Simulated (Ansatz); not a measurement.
Ansatz (an electronic-structure program) input:

Ansatz 0.2 input:
```yaml
crystal:
  periodic: [false, false, false]
  atoms:
    - {symbol: Si, position_ang: [-0.10488782, 0.07975743, 0.34087059]}
    - {symbol: N, position_ang: [-0.48995522, 1.58678522, -0.46426439]}
    - {symbol: N, position_ang: [-0.94603010, -1.21935704, -0.40787833]}
    - {symbol: N, position_ang: [1.57278099, -0.27621345, 0.23849482]}
    - {symbol: H, position_ang: [-0.37431017, 0.29747914, 1.77890376]}
    - {symbol: H, position_ang: [-0.61900020, 1.49887649, -1.47582279]}
    - {symbol: H, position_ang: [-0.84828330, -2.15874117, -0.05225082]}
    - {symbol: H, position_ang: [-1.86752473, -1.07291268, -0.78967746]}
    - {symbol: H, position_ang: [2.22798350, 0.18137374, 0.85337847]}
    - {symbol: H, position_ang: [1.99199471, -0.50118248, -0.65118401]}
basis:
  gaussian:
    orbitals: def2-TZVPD
hamiltonian:
  xc: {name: HSE06}
magnetization: {spin_polarized: true, initial_magnetization: 1}
output: {forces: true}
```

Predict the final energy.

-457.13055 Eh (HSE06/def2-TZVPD). The basis has 208 functions.

It need not be the lowest isomer of its formula.
